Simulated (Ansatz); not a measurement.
ClGeH (SMILES [Cl][GeH]) moved off its minimum; all values from Ansatz (an electronic-structure program), cores frozen in correlated methods.
(charge 0, multiplicity 1)
```xyz
3

Ge     0.68538    -0.03890     0.40819
H      1.76388    -0.44636    -0.51929
Cl    -1.10806     0.18249    -0.82777
```

Problem. Give the forces (eV/Å), the total energy and the dipole at CCSD(T)/def2-TZVPPD.

Solution. 
```
atom      Fx      Fy      Fz
----  ------  ------  ------
Ge1   -1.390   0.699   2.257
H2     1.185  -0.589  -1.880
Cl3    0.205  -0.110  -0.377
```
Energy -2535.8011 hartree, dipole 1.72 D.

Doubts at one or more of the structures used: a restricted determinant that unrestricted orbitals would lower (CCSD(T)/def2-TZVPPD).
